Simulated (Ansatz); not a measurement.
ClH3MoO4, SMILES `[O]=[Mo]([OH])([OH])([OH])[Cl]`, relaxed with RKS PBE-D4/def2-SVP in Ansatz 0.2.0 from a rough embedded geometry. The force threshold is 0.03 eV/Å; the program also tests the step.

The species carries charge 0 and has multiplicity 1. Mo takes the def2 core potential.

Start:

```xyz
9

O     0.586   -1.417   -0.522
Mo   -0.466    0.422    0.215
O    -0.835   -0.636   -1.626
O    -0.529   -1.357    1.677
O     1.529    0.873   -0.311
Cl   -0.482    3.102   -0.058
H    -1.676   -0.914   -2.138
H    -0.576   -1.058    2.661
H     2.449    0.985    0.103
```

```
         step  energy (eV)  largest force (eV/Å)  largest move (Å)
            1  -22586.9797                 8.636             0.000
            2  -22589.8115                 8.558             0.195
            3  -22592.3028                 4.426             0.195
            4  -22593.2881                 8.780             0.192
            5  -22595.0868                 2.405             0.191
            6  -22596.3698                 1.378             0.196
            7  -22597.0363                 0.919             0.195
            8  -22597.3751                 1.201             0.195
            9  -22597.4457                 1.823             0.194
           10  -22597.5067                 0.851             0.079
           11  -22597.5746                 0.931             0.146
           12  -22597.6341                 1.448             0.173
           13  -22597.6980                 1.743             0.190
           14  -22597.8057                 1.517             0.153
           15  -22597.8959                 1.337             0.162
           16  -22597.9200                 0.552             0.113
           17  -22597.9229                 0.602             0.155
           18  -22597.9520                 0.143             0.054
           19  -22597.9698                 0.502             0.199
           20  -22597.9964                 0.212             0.189
21 (rejected)  -22597.9026                 1.064             0.186
           22  -22598.0104                 0.134             0.091
           23  -22598.0155                 0.108             0.100
           24  -22598.0184                 0.273             0.059
           25  -22598.0200                 0.049             0.025
           26  -22598.0203                 0.017             0.011
```

End:

```xyz
9

O     0.818   -1.548   -0.428
Mo    0.041   -0.099   -0.003
O    -1.171   -0.100   -1.443
O    -0.478   -0.783    1.680
O     1.570    0.987   -0.164
Cl   -1.106    1.906    0.761
H    -1.088   -0.822   -2.099
H    -0.980   -0.094    2.169
H     2.393    0.555   -0.473
```

Hardware: 4 threads of an Intel Xeon 6975P-C on a shared host. Wall time 29 s, peak host memory 0.28 GiB.
